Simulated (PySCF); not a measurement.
**Energy of Cr (chromium, neutral) between two integer charges**

The 4s alpha orbital of [Ar] 3d5 4s1 is emptied in steps (occupation f), with all orbitals relaxed, ending at [Ar] 3d5. All numbers are calculated (PySCF 2.14, no relativity, point nucleus, in aug-cc-pVTZ (8s7p5d3f2g, 93 functions)). The exact energy is a straight line in f; departures are measured from the line between the end points of the same method.

Question: Among PBE0, r2SCAN, LC-wPBE, which shows the largest delocalisation error (convex curve), and which is closest to linear?

Answer: Most convex: r2SCAN (-0.650 eV at f = 0.5); closest to linear: LC-wPBE (0.020 eV).

```tsv
f	PBE0 (eV)	r2SCAN (eV)	LC-wPBE (eV)
1	0.000	0.000	0.000
0.75	-0.392	-0.486	0.015
0.5	-0.527	-0.650	0.020
0.25	-0.398	-0.492	0.015
0	0.000	0.000	0.000
```

```csv
method,E(f=0) − E(f=1) (eV),−ε at f=1 (eV),−ε at f=0.5 (eV)
PBE0,6.933,4.857,6.918
r2SCAN,7.216,4.610,7.195
LC-wPBE,6.642,6.718,6.642
```

Reference removal energy between the ground levels: 6.767 eV (measured; NIST Atomic Spectra Database, ionization energies).
